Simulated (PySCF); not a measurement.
A GIAO shielding run with PySCF 2.14 (density fitting, non-relativistic, gas phase) on SMILES C(=C)CC1=C[Si@@H](N[SiH3])C=C1, C$_{7}$H$_{13}$NSi$_{2}$:

```
$ OMP_NUM_THREADS=1 python probes_run.py task.json out

{"job": {"kind": "nmr", "xc": "PBE0", "basis": "pcSseg-1"}, "charge": 0, "multiplicity": 1}
C      3.776637     1.425883     0.379963
C      2.851617     0.663362     0.931108
C      2.473985    -0.703934     0.445306
C      1.059889    -0.678254    -0.064290
C     -0.000363    -1.230493     0.539050
Si    -1.548624    -0.910917    -0.483504
N     -2.746583    -0.033122     0.409669
Si    -4.379785     0.312241    -0.048686
C     -0.495551     0.070393    -1.709194
C      0.776841     0.047128    -1.304299
H      4.355261     1.094774    -0.467509
H      4.004994     2.409275     0.754809
H      2.279360     1.019212     1.778370
H      2.553475    -1.419319     1.268048
H      3.150962    -1.010389    -0.356171
H      0.093187    -1.792492     1.453384
H     -2.184404    -2.089861    -1.068882
H     -2.372223     0.562112     1.131263
H     -4.997034    -0.962799    -0.406254
H     -4.458876     1.233149    -1.188981
H     -4.993806     0.916686     1.134129
H     -0.798900     0.577216    -2.610344
H      1.595190     0.527135    -1.823984
```

Hardware: 1 thread of an Arm Neoverse N1, shared host. The job also computes population analyses, field gradients, ring-centre shieldings.

**Question.** How large is the calculation?

**Answer.** 90 electrons, 249 basis functions and 1329 auxiliary functions.

**Question.** How long does it take, and how much memory does it need?

**Answer.** 2 min of wall time, with 14 SCF cycles and 5 response iterations; peak memory 1.2 GiB. Times on a shared host scatter by some tens of per cent.
